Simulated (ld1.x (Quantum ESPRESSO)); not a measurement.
**tin, PAW: configuration errors across variants**

| Quantity | Value |
| --- | --- |
| Element | Sn (Z = 50) |
| Generator | ld1.x (Quantum ESPRESSO) 7.5 |
| Type | PAW |
| Functional | PBE |
| Relativity | fully relativistic |
| Frozen core | [Kr] |
| Valence charge | 14 |
| Reference configuration | 4d10 5s2 5p2 |
| Partial waves | 5s (bound): rcut 1.65, rcutus 1.85 bohr; 5s channel at 0.85 Ry: rcut 1.65, rcutus 1.85 bohr; 5p (bound): rcut 1.75, rcutus 2.40 bohr; 5p channel at 0.75 Ry: rcut 1.75, rcutus 2.40 bohr; 4d (bound): rcut 1.00, rcutus 1.20 bohr; 4d channel at -0.8 Ry: rcut 1.00, rcutus 1.20 bohr |
| Local potential | all-electron potential smoothed inside 1.40 bohr (lloc = -1) |
| Core correction | Bessel-smoothed model core, default radius (core density twice the valence density) |
| Augmentation charge | PSQ, inside the norm-conserving radii |

Open shells are filled in proportion to 2j + 1 (rel_dist='average').

All-electron excitation energies from the reference (eV): (1) 4d10 5s2 5p1 6.887; (2) 4d10 5s2 5p0 20.858; (3) 4d10 5s1 5p0 51.828; (4) 4d10 5s1 5p3 6.959; (5) 4d10 5s0 5p4 14.147; (6) 4d9 5s2 5p2 32.675; (7) 4d9 5s2 5p3 24.435.

3 further variants failed, have other tests or another functional or relativity, and are left out.

Errors AE − PS in meV (a dash: test not solved or not reliable):

```tsv
change	(1)	(2)	(3)	(4)	(5)	(6)	(7)	bound ghosts
base	-0.1	-0.7	-6.5	-0.4	-1.6	-86	-78	not determined
local potential all-electron potential smoothed inside 2.56 bohr (lloc = -1)	-0.1	-0.7	-6.7	-0.4	-1.6	-134	-127	not determined
waves 4d (bound): rcut 1.00, rcutus 1.10 bohr; 4d channel at -0.8 Ry: rcut 1.00, rcutus 1.10 bohr	-0.1	-0.7	-6.0	0.0	-0.8	-85	-77	not determined
local potential all-electron potential smoothed inside 1.85 bohr (lloc = -1)	-0.1	-0.9	-6.9	-0.4	-1.7	-108	-102	not determined
waves 5p (bound): rcut 1.75, rcutus 2.18 bohr; 5p channel at 0.75 Ry: rcut 1.75, rcutus 2.18 bohr	0.0	-0.6	-6.4	-0.3	-1.1	-108	-103	not determined
wave 5s channel at 0.85 Ry: rcut 1.65, rcutus 1.85 bohr becomes 5s channel at -0.16 Ry: rcut 1.65, rcutus 1.85 bohr	-0.1	-0.7	-6.6	-0.4	-1.6	-87	-79	not determined
```

Problem. Give the same row for: augmentation BESSEL, radius 0.95 bohr.

Solution. -0.7, +0.9, -3.0, +2.7, +8.1, -34, –; bound ghosts: not determined.
